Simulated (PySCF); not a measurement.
## Calculated data, CH4BNO, BClH3NSi, BH6NSi, H3NOSi

All values are calculated (PySCF 2.14.0). Calculation on a computer-drawn molecule: optimised geometry and harmonic frequencies of an isolated molecule of the commonest isotopes, restricted reference for singlets and unrestricted otherwise, frozen core in MP2.

Common to all runs: charge 0; multiplicity 1.

(1) CH4BNO

Start structure:
```xyz
8
CH4BNO
N     -1.4981    -0.6027    -0.6466
C     -0.2375    -0.1438    -0.1094
B     -0.0465    -0.4240     1.4595
O      0.0134    -0.6061     2.5775
H     -1.5483    -0.3046    -1.6252
H     -2.2815    -0.1732    -0.1471
H      0.6030    -0.6090    -0.6303
H     -0.0691     0.9398    -0.2977
```

It was run with method HF and basis cc-pVDZ.

It finds rotational constants 32.2, 4.182, 3.825 GHz; total energy -194.2548 hartree; convergence status largest gradient component 1.418e-05 hartree/bohr.

Drawn bonds:
```
atom  other atom  order
   1           2      1
   2           3      1
   3           4      2
   1           5      1
   1           6      1
   2           7      1
   2           8      1
```

Optimised structure:
```xyz
8
CH4BNO
N     -1.4997    -0.5965    -0.6229
C     -0.2333    -0.0967    -0.1033
B     -0.0793    -0.4232     1.4112
O      0.0551    -0.6465     2.5709
H     -1.5563    -0.4244    -1.6118
H     -2.2733    -0.1077    -0.2056
H      0.5867    -0.6078    -0.6143
H     -0.0645     0.9793    -0.2435
```

Modes:
```
frequency (cm⁻¹)  reduced mass (dalton)
             209                  4.358
           261.7                  1.249
           419.8                  2.426
           587.5                  7.299
           819.1                  3.764
           893.6                  1.352
            1034                  1.583
            1150                  2.644
            1224                  1.166
            1389                  1.223
            1506                  1.464
            1582                  1.074
            1797                  1.085
            2170                  12.12
            3141                   1.07
            3221                  1.091
            3723                  1.052
            3802                  1.094
```

(2) BClH3NSi

Start structure:
```xyz
7
BClH3NSi
Si     0.4335     0.8135     0.2334
N      0.1902    -0.1602     1.6158
B      0.0136    -0.8670     2.6196
Cl    -0.2287    -1.8362     3.9960
H      1.8561     0.7793    -0.1703
H      0.0543     2.2136     0.5229
H     -0.3922     0.3192    -0.8900
```

It was run with method MP2 and basis cc-pV(D+d)Z.

The calculation gives: rotational constants 86.2, 1.315, 1.315 GHz; total energy -829.8831 hartree; convergence status largest gradient component 7.97e-06 hartree/bohr.

Drawn bonds:
```
atom  other atom  order
   1           2      1
   2           3      2
   3           4      1
   1           5      1
   1           6      1
   1           7      1
```

Optimised structure:
```xyz
7
BClH3NSi
Si     0.4362     0.8242     0.2182
N      0.1904    -0.1594     1.6147
B      0.0097    -0.8824     2.6414
Cl    -0.2328    -1.8529     4.0197
H      1.8616     0.7852    -0.1800
H      0.0547     2.2236     0.5152
H     -0.3930     0.3238    -0.9017
```

Modes:
```
frequency (cm⁻¹)  reduced mass (dalton)
           96.35                  5.508
           96.45                   5.51
           368.7                  10.51
           368.7                  10.51
           445.1                  13.38
           735.4                  1.195
           735.5                  1.195
           941.5                  8.966
           989.1                  1.045
           989.1                  1.045
            1008                  1.133
            1992                  11.81
            2292                   1.02
            2292                  1.052
            2292                  1.052
```

(3) BH6NSi

Start structure:
```xyz
9
BH6NSi
B     -0.8815     0.0756     1.9531
N     -1.3772     0.4783     0.7375
Si    -0.7193     1.7136    -0.4161
H     -1.4414    -0.7630     2.5850
H      0.0860     0.5169     2.3844
H     -2.2274     0.0322     0.3552
H      0.4965     2.2022     0.1154
H     -0.4772     1.0176    -1.7179
H     -1.7513     2.7035    -0.5598
```

It was run with method HF and basis cc-pV(D+d)Z.

Drawn bonds:
```
atom  other atom  order
   1           2      1
   2           3      1
   1           4      1
   1           5      1
   2           6      1
   3           7      1
   3           8      1
   3           9      1
```

(4) H3NOSi

Start structure:
```xyz
6
H3NOSi
N      1.6260    -0.3734     1.9508
Si     0.5922    -1.4130     1.1213
O     -0.8777    -1.6660     1.3824
H      2.5996    -0.2505     1.8852
H      1.2056     0.2094     2.6702
H      1.5168    -2.1164     0.0805
```

It was run with method HF and basis cc-pV(D+d)Z.

Drawn bonds:
```
atom  other atom  order
   1           2      1
   2           3      2
   1           4      1
   1           5      1
   2           6      1
```

Questions
1. BH6NSi (entry 3): rotational constants?
2. BH6NSi (entry 3): total energy?
3. What rotational constants does the calculation give for H3NOSi (entry 4)?
4. Give the table of modes values for H3NOSi (entry 4).

## Answers
1. 34.96, 5.44, 4.974 GHz
2. -371.6173 hartree
3. 40.78, 7.45, 6.299 GHz
4. 
Modes:
```
frequency (cm⁻¹)  reduced mass (dalton)
           334.5                  3.554
           413.9                   1.14
           504.8                  1.355
           699.7                  1.218
           791.9                  1.283
           942.6                   5.16
           996.9                   1.18
            1353                  12.16
            1674                  1.141
            2389                  1.045
            3789                   1.05
            3895                  1.098
```

Further results for BH6NSi (entry 3):

| Property | Result |
| --- | --- |
| convergence status largest gradient component | 4.534e-06 hartree/bohr |

Optimised structure:
```xyz
9
BH6NSi
B     -0.8777     0.0610     1.9422
N     -1.3970     0.4701     0.7024
Si    -0.7498     1.6589    -0.4022
H     -1.4544    -0.7777     2.5823
H      0.1387     0.5519     2.3537
H     -2.2486     0.0196     0.4186
H      0.4890     2.2056     0.1810
H     -0.4628     1.0409    -1.7172
H     -1.7302     2.7466    -0.6240
```

Modes:
```
frequency (cm⁻¹)  reduced mass (dalton)
           69.98                  1.265
           307.1                  2.433
           319.1                  1.266
           714.1                  1.779
             756                  1.105
           765.1                  1.773
           838.8                  1.163
            1020                   1.05
            1026                  1.212
            1042                  1.236
            1064                  1.073
            1102                  1.358
            1231                  1.479
            1366                  1.289
            1487                  2.237
            2301                   1.05
            2317                  1.032
            2351                  1.037
            2661                  1.055
            2727                   1.13
            3783                  1.075
```

Further results for H3NOSi (entry 4):

| Item | Value |
| --- | --- |
| total energy | -420.0334 hartree |
| convergence status largest gradient component | 8.97e-06 hartree/bohr |

Optimised structure:
```xyz
6
H3NOSi
N      1.5893    -0.3717     1.9793
Si     0.6255    -1.4312     1.1253
O     -0.8401    -1.6601     1.3218
H      2.5689    -0.2535     1.8099
H      1.2400     0.2110     2.7158
H      1.4788    -2.1044     0.1384
```
